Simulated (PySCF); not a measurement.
C3H12Si2, SMILES CC[SiH2][SiH2]C, singlet (GFN2-xTB optimised geometry):

```
17

C      2.323    -0.326    -1.183
C      1.740    -1.089     0.000
Si    -0.167    -1.089     0.000
Si    -0.978     1.082     0.000
C     -2.807     1.105     0.514
H      2.003     0.715    -1.164
H      1.992    -0.765    -2.122
H      3.412    -0.347    -1.165
H      2.109    -0.645     0.926
H      2.113    -2.114    -0.018
H     -0.597    -1.867    -1.174
H     -0.590    -1.881     1.167
H     -0.891     1.735    -1.317
H     -0.253     1.974     0.921
H     -2.942     0.693     1.510
H     -3.412     0.514    -0.169
H     -3.208     2.114     0.519
```

Calculation: PBE/def2-SVP (PySCF).

Question: What are the frontier orbital energies and the dipole moment?

Answer: HOMO-2 -7.67 eV, HOMO-1 -7.22 eV, HOMO -6.70 eV, LUMO -0.60 eV, LUMO+1 -0.17 eV; dipole moment 0.17 D.

On the same geometry PBE0/def2-SVP (PySCF) gives HOMO-2 -9.03 eV, HOMO-1 -8.52 eV, HOMO -7.90 eV, LUMO 0.19 eV, LUMO+1 0.64 eV; dipole moment 0.16 D.

Meta-Löwdin charges at PBE/def2-SVP: C1 -0.29, C2 -0.38, Si3 0.32, Si4 0.33, C5 -0.52, H6 0.10, H7 0.10, H8 0.10, H9 0.10, H10 0.11, H11 -0.08, H12 -0.08, H13 -0.08, H14 -0.08, H15 0.12, H16 0.12, H17 0.12.
